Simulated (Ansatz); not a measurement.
CH8ClNSi2 can be A, `C[SiH2]N[SiH2]Cl`, or B, `NC([SiH3])[SiH2]Cl`.

Calculated with Ansatz (gas phase, PBE0-D4/def2-TZVP geometries, no zero-point term in ΔE). CCSD(T)/CBS adds triple-zeta CCSD(T) − MP2 to the extrapolated MP2 energy (def2 sets, frozen cores). DFT in def2-TZVPP. B3LYP here is the variant with VWN-RPA as its local correlation; programs differ in this. One conformer a species, not always the lowest.

(1) Which is lower in electronic energy at CCSD(T)/CBS, and by how much? (Estimate.)

(2) Give E(B) − E(A) in kcal/mol with PBE-D4, B2PLYP, r2SCAN-D4, CCSD(T)/def2-TZVPP, CCSD/def2-TZVPP, PBE0-D4, B3LYP. (Estimate.)

Largest T1 diagnostic: 0.011.

## Answers

(1) Ansatz gave: A, by 52.4 kcal/mol.

(2) Ansatz gave: PBE-D4 47.5, B2PLYP 53.1, r2SCAN-D4 52.0, CCSD(T)/def2-TZVPP 51.7, CCSD/def2-TZVPP 52.6, PBE0-D4 49.6, B3LYP 52.5. None reverses the order clearly.

The D4 term adds −1.1 kcal/mol with B3LYP and −0.5 kcal/mol with PBE0; it sums over pairs of atoms, weighted by their polarisabilities, and B3LYP, whose exchange is more repulsive, gets the larger term. From PBE to PBE0 (25 % exact exchange), in def2-TZVPP and without D4, E(B) − E(A) moves by +2.0 kcal/mol.
